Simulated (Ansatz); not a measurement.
Si(H)(OH)2(SMe) (CH6O2SSi), SMILES CS[SiH](O)O.

Geometry: B3LYP-D3(BJ)/def2-SVP. This is a generated structure with no PubChem entry under its InChIKey; it may be hypothetical. The values are those of a single conformer.

Two levels are set side by side: PBE/def2-SVPD (Ansatz, a quantum-chemistry and plane-wave program) and PBE0/def2-SVPD (Ansatz). Energy differences of separate SCF runs at the same geometry; the states with an electron removed or added have multiplicity 2 and 2. Differences are taken from unrounded values.

```
quantity                            PBE
---------------------------------  ----
vertical ionisation energy (eV)    9.08
vertical singlet–triplet gap (eV)  5.08
```

Question: These are the PBE values. What does PBE0 give? (An estimate is asked for; the answer gives what the named calculation found.)

Answer: 
| quantity | PBE0 | PBE minus PBE0 |
|---|---|---|
| vertical ionisation energy (eV) | 9.23 | -0.15 |
| vertical singlet–triplet gap (eV) | 5.32 | -0.24 |
